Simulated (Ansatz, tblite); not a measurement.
Spin states of IrO₂, each relaxed with PBE0-D4/def2-TZVP in Ansatz. Electronic energies in the gas phase.

In the def2 sets Ir takes a core potential; there is no spin–orbit coupling. The xTB rows come from tblite. HSE06 is defined as in plane-wave codes, on full-range PBE exchange. Correlated methods freeze 2 core orbitals; core or outer-core shells of Ir are correlated, in sets that lack core-valence functions. The structure comes from a short search, and lower isomers may exist.

Doublet geometry (C2v within 0.1 Å):

```xyz
3

Ir   -0.011   -0.119    0.032
O    -1.378    0.424    0.852
O     1.389   -0.305   -0.885
```

Quartet geometry (C2v within 0.1 Å):

```xyz
3

Ir   -0.3829   -0.3856   -0.2300
O    -0.1314   -0.2908    1.4634
O     0.5143    0.6764   -1.2335
```

Run but left out: HF/def2-TZVP, MP2/def2-TZVP (doublet: ⟨S²⟩ 1.61, where a pure state has 0.75); HF/def2-TZVPP, MP2/def2-TZVPP, CCSD/def2-TZVPP, CCSD(T)/def2-TZVPP (flagged by the program: large difference).

Only these spin states were relaxed. Higher spins weren't run and may lie lower.

```
               level  quartet − doublet (kJ/mol)  lowest of these
            GFN1-xTB                       223.9          doublet
    PBE-D4/def2-TZVP                        99.1          doublet
 r2SCAN-D4/def2-TZVP                        70.9          doublet
r2SCAN0-D4/def2-TZVP                        64.4          doublet
   RPA@PBE/def2-TZVP                       116.5          doublet
```

Problem. Estimate the rows for GFN2-xTB, revPBE-D4/def2-TZVP, r2SCANh-D4/def2-TZVP, PBE0-D4/def2-TZVP, HSE06-D4/def2-TZVP.

Solution. 
```csv
level,quartet − doublet (kJ/mol),lowest of these
GFN2-xTB,181.9,doublet
revPBE-D4/def2-TZVP,94.6,doublet
r2SCANh-D4/def2-TZVP,68.4,doublet
PBE0-D4/def2-TZVP,90.0,doublet
HSE06-D4/def2-TZVP,89.9,doublet
```

The xTB methods have no term that favours high spin, so they put low spin too low.

Problem. How do the metal–ligand distances follow the spin state?

Solution. 
| state | donor atoms | mean metal–ligand distance (Å) | range (Å) | Mulliken spin on the metal (PBE0) |
| --- | --- | --- | --- | --- |
| doublet | 2 | 1.684 | 1.68–1.68 | 0.99 |
| quartet | 2 | 1.715 | 1.71–1.71 | 1.83 |

⟨S²⟩ at PBE0-D4/def2-TZVP: doublet 0.75 (pure 0.75), quartet 3.77 (pure 3.75).
